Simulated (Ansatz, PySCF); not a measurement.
Reaction (SMILES): C[O][Ge]([Br])([O]C)[O]C + 7 [H][H] (H2) → Br (HBr) + 3 C (CH4) + [GeH4] (GeH4) + 3 O (H2O)
Each molecule is optimised on its own at B3LYP-D3(BJ)/def2-TZVP (Ansatz, a quantum-chemistry and plane-wave program), one conformer each, not searched for the lowest. Frequencies are from Ansatz or PySCF.
Geometry of the first species:
SMILES: C[O][Ge]([Br])([O]C)[O]C
```xyz
17

C      0.5738    -2.5795     0.7073
O      0.3892    -1.2787     1.2606
Ge     0.2780     0.1417     0.2151
Br    -1.3101    -0.2022    -1.4219
O     -0.1081     1.4966     1.2637
C     -1.2552     1.4465     2.1123
O      1.7868     0.4912    -0.6179
C      2.9296     0.8671     0.1567
H      1.4990    -2.6420     0.1278
H     -0.2650    -2.8631     0.0663
H      0.6321    -3.2778     1.5420
H     -2.1775     1.3853     1.5279
H     -1.2073     0.5969     2.7973
H     -1.2656     2.3710     2.6889
H      3.7585     0.9858    -0.5405
H      2.7614     1.8121     0.6778
H      3.1902     0.0973     0.8885
```

Quantity: energy of full hydrogenation (enthalpy at 298 K, with B3LYP-D3(BJ) rigid-rotor harmonic-oscillator terms), in kcal/mol. Valence correlation only, unless marked. No spin-orbit coupling. The frozen core is the preceding noble-gas configuration, with the filled d and f shells of earlier blocks. No relativistic terms. CBS marks a two-point X^-3 extrapolation of the correlation energy; Hartree-Fock from the larger set. [CCSD(T)-MP2]/basis is that difference in the basis named.

```
level                                                                 program  energy of full hydrogenation (kcal/mol)
-------------------------------------------------------------  --------------  ---------------------------------------
revPBE-D3(BJ)/def2-TZVPD                                       Ansatz + dftd3                               (withheld)
r2SCAN/def2-TZVPD                                                      Ansatz                                    -37.5
PBE0/STO-3G                                                            Ansatz                                     30.1
BHLYP-D3(BJ)/def2-TZVPD                                        Ansatz + dftd3                                    -42.7
BHLYP-D4/def2-TZVPD                                            Ansatz + dftd4                                    -41.4
r2SCANh/def2-TZVPD                                                     Ansatz                                    -40.4
HSE06/def2-TZVPD                                                       Ansatz                               (withheld)
LC-wPBE/def2-TZVPD                                                     Ansatz                               (withheld)
wB97M-V/def2-TZVPD                                                     Ansatz                                    -41.9
wB97X/def2-TZVPD                                                       Ansatz                                    -49.3
B2GP-PLYP/def2-TZVPD                                                   Ansatz                                    -37.3
PBE-QIDH/def2-TZVPD                                                    Ansatz                                    -40.9
RPA@PBE/cc-pVTZ                                                        Ansatz                                    -31.6
SCS-MP2/STO-3G                                                         Ansatz                                     31.3
SCS-MP2/aug-cc-pVDZ                                                    Ansatz                                    -49.6
SCS-MP2/aug-cc-pVTZ                                                    Ansatz                                    -35.1
RI-MP2/CBS(aug-cc-pVTZ,aug-cc-pVQZ)+[CCSD(T)-MP2]/aug-cc-pVTZ          Ansatz                                    -37.4
```

Problem. What belongs in the gaps?

Solution. 
- revPBE-D3(BJ)/def2-TZVPD, energy of full hydrogenation (kcal/mol): -38.7
- HSE06/def2-TZVPD, energy of full hydrogenation (kcal/mol): -51.9
- LC-wPBE/def2-TZVPD, energy of full hydrogenation (kcal/mol): -52.2
